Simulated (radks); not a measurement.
Question: Co10+, configuration [Ne] 3s2 3p5. Calculated with a radial shooting solver on a logarithmic mesh with Libxc functionals: scalar-relativistic Kohn-Sham, r2SCAN, spin-polarised, spherical densities, finite nucleus; open shells are filled with parallel spins first; meta-GGA in the generalised Kohn-Sham scheme; Fermi nuclear charge, rms radius 3.7875 fm. Some entries of the table are withheld. Estimate them.

orbital,occ.,eigenvalue (eV),<1/r> (bohr^-1)
1s up,1,-7884.173,27.02
1s down,1,-7883.141,27.03
2s up,1,-1175.287,5.854
2s down,1,-1174.936,5.852
2p up,3,-1044.197,5.724
2p down,3,-1043.269,5.721
3s up,1,-335.1303,2.054
3s down,1,-331.8388,2.048
3p up,3,-294.6840,1.959
3p down,2,-291.4050,1.954
3d up,0,(1),1.790
3d down,0,(2),1.792
4s up,0,(3),0.9642
4s down,0,(4),0.9544

Answer: 
(1) 3d up eigenvalue (eV): -232.6436
(2) 3d down eigenvalue (eV): -229.7932
(3) 4s up eigenvalue (eV): -140.2925
(4) 4s down eigenvalue (eV): -139.1439
